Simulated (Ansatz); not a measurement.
Isolated molecules relaxed with PBE0-D4/def2-TZVP in Ansatz; ΔE leaves out vibrations. CBS: MP2 limit from def2 TZ/QZ plus the TZ coupled-cluster correction, frozen cores. DFT in def2-TZVPP. B3LYP here is the variant with VWN-RPA as its local correlation; programs differ in this. For Ga outer-core shells are correlated without core-valence functions, which leaves a few kJ/mol of doubt a bond. Scalar relativity is left out up to krypton. One conformer a species, not always the lowest.

Consider the redistribution: `O[Si]([SiH3])(Cl)Cl` + `O[SiH2][GaH][OH]` → `O[Si](O)(Cl)Cl` + `O[SiH2][GaH][SiH3]`.

`O[Si]([SiH3])(Cl)Cl`:

```xyz
9

O     1.585   -0.722   -0.856
Si    0.367    0.338   -0.653
Si   -0.922   -0.324    1.170
Cl    1.119    2.229   -0.363
Cl   -0.778    0.430   -2.358
H     2.207   -0.587   -1.574
H    -2.023    0.658    1.336
H    -0.074   -0.347    2.389
H    -1.482   -1.675    0.911
```

`O[SiH2][GaH][OH]`:

Cartesian coordinates in Å:
```
O 0.011 0.691 1.745
Si 1.102 -0.149 0.835
Ga -0.103 -0.441 -1.224
O -1.629 0.413 -0.745
H -0.817 0.865 1.281
H 1.462 -1.434 1.496
H 2.364 0.626 0.680
H -0.057 -1.035 -2.674
H -2.334 0.463 -1.393
```

`O[Si](O)(Cl)Cl`:

Z-matrix (Å, degrees):
```
Si
O 1 1.615
Cl 1 2.026 2 106.6
O 1 1.622 2 109.0 3 121.4
Cl 1 2.044 2 111.9 3 -117.9
H 2 0.959 1 117.8 3 -173.1
H 4 0.959 1 118.4 2 167.9
```

`O[SiH2][GaH][SiH3]`:

```xyz
11

O    -1.444   -0.738   -1.832
Si   -1.848    0.371   -0.667
Ga    0.035    0.934    0.749
Si    2.027   -0.446    0.721
H    -0.889   -1.472   -1.563
H    -2.962   -0.135    0.194
H    -2.371    1.545   -1.414
H     0.009    2.185    1.706
H     2.500   -0.789    2.092
H     3.133    0.273    0.025
H     1.809   -1.728   -0.010
```

| level | ΔE (kJ/mol) | difference from CCSD(T)/CBS |
| --- | --- | --- |
| PBE0-D4 | -49.8 | 0.2 |
| B3LYP-D4 | -45.9 | 4.1 |
| ωB97X-V | -46.1 | 3.9 |
| ωB97M-V | -52.3 | -2.3 |
| B2PLYP | -47.4 | 2.6 |
| PBE0 | -51.0 | -1.0 |
| HF/def2-TZVPP | -66.9 | -16.9 |
| SCS-MP2/def2-TZVPP | -48.2 | 1.8 |
| CCSD/def2-TZVPP | -55.2 | -5.2 |
| CCSD(T)/def2-TZVPP | -51.3 | -1.3 |
| HF/def2-QZVPP | -67.8 | -17.8 |
| MP2/def2-QZVPP | -47.8 | 2.2 |
| SCS-MP2/def2-QZVPP | -47.9 | 2.1 |
| HF/CBS(def2) | -68.0 | -18.0 |
| MP2/CBS(def2) | -46.9 | 3.1 |
| CCSD/CBS(def2) | -53.9 | -3.9 |
| CCSD(T)/CBS | -50.0 | 0 |

Largest T1 diagnostic among the species: 0.014.

From PBE to PBE0 (25 % exact exchange), in def2-TZVPP and without D4, ΔE moves by −10.3 kJ/mol. In def2-TZVPP, CCSD(T) changes the Hartree–Fock value by +15.6 kJ/mol (the triples alone add +3.9 kJ/mol) and MP2 by +18.6 kJ/mol.
